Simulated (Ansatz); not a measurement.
Two isomers of C2H8O2Si2: A = `C=C[Si](O)(O)[SiH3]`, B = `C=C[SiH](O)[SiH2]O`.

Isolated molecules relaxed with PBE0-D4/def2-TZVP in Ansatz; ΔE leaves out vibrations. CCSD(T)/CBS adds triple-zeta CCSD(T) − MP2 to the extrapolated MP2 energy (def2 sets, frozen cores). DFT in def2-TZVPP. B3LYP here is the variant with VWN-RPA as its local correlation; programs differ in this. Each species was taken in one conformer, which may not be the lowest.

(1) Which isomer does CCSD(T)/CBS put lower? Give the gap. (An estimate is asked.)

(2) Give E(B) − E(A) in kcal/mol with B2PLYP, MP2/def2-TZVPP, ωB97M-V, PBE-D4, r2SCAN-D4, B3LYP, HF/def2-TZVPP. (Estimate.)

Largest T1 diagnostic: 0.013.

## Answers

(1) Ansatz gave: A, by 9.4 kcal/mol.

(2) Computed: B2PLYP 9.5, MP2/def2-TZVPP 9.6, ωB97M-V 9.9, PBE-D4 9.9, r2SCAN-D4 10.3, B3LYP 9.3, HF/def2-TZVPP 8.8. None reverses the order clearly.

In def2-TZVPP, CCSD(T) changes the Hartree–Fock value by +1.0 kcal/mol (the triples alone add +0.2 kcal/mol) and MP2 by +0.8 kcal/mol.
